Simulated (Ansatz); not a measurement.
Input for Ansatz (an electronic-structure program): R-CAM-B3LYP/def2-TZVPP on C2H4O (SMILES C[C]O).

Ansatz 0.2 input:
```yaml
crystal:
  periodic: [false, false, false]
  atoms:
    - {symbol: C, position_ang: [0.57150208, -0.11434886, 0.33645410]}
    - {symbol: C, position_ang: [-0.45596863, 0.94515822, 0.14383891]}
    - {symbol: O, position_ang: [-1.39837327, 0.58531053, -0.67566539]}
    - {symbol: H, position_ang: [0.39292889, -1.04487569, -0.23427321]}
    - {symbol: H, position_ang: [1.54691508, 0.30121705, 0.06732153]}
    - {symbol: H, position_ang: [0.63207885, -0.34319593, 1.40438405]}
    - {symbol: H, position_ang: [-1.28898301, -0.32926531, -1.04205998]}
basis:
  gaussian:
    orbitals: def2-TZVPP
hamiltonian:
  xc: {name: CAM-B3LYP}
scf: {lower_state_search: off}
```

Program output:

```
WARN ansatz: RAYON_NUM_THREADS=4 ignored (pool sized by the plan → 4); use --threads N
Functional definition: CAM-B3LYP
these checks for a lower state are left out or cut short: stability, starts, cluster_reference, orbital_swaps, neighbouring_geometries, increment
integrals: 0.05 GiB planned
747 factors; their error is unknown
integrals: 0.08 GiB planned
192 factors; integrals over basis functions are off by at most 1.2e-5 eV
mean field: 0.56 GiB planned
mean field evaluation 1: about -4178.9554 eV, gradient 4.8e1 eV
mean field evaluation 2: about -4179.6041 eV, gradient 4.6e1 eV
mean field evaluation 4: about -4183.4256 eV, gradient 2.0e0 eV
mean field evaluation 8: about -4183.4365 eV, gradient 6.2e-2 eV
mean field evaluation 16: about -4183.4258 eV, gradient 3.3e-5 eV
mean field -4183.42583699 eV, -153.7380638814 hartree, gradient 2.0e-6 eV, S^2 0.000000; 0 other end points of the search recorded, 0 dependent functions left out
reference -4183.42594162 eV, -153.7380677265 hartree; 12, 12 occupied and 137, 137 virtual orbitals, 747 factors
Total energy: -4183.42594162 eV, -153.7380677265 hartree
Checks for a lower state left out: stability, starts, cluster_reference, orbital_swaps, neighbouring_geometries, increment
```

Self-consistency was reached.

Cost: roughly 2.8 core-seconds.
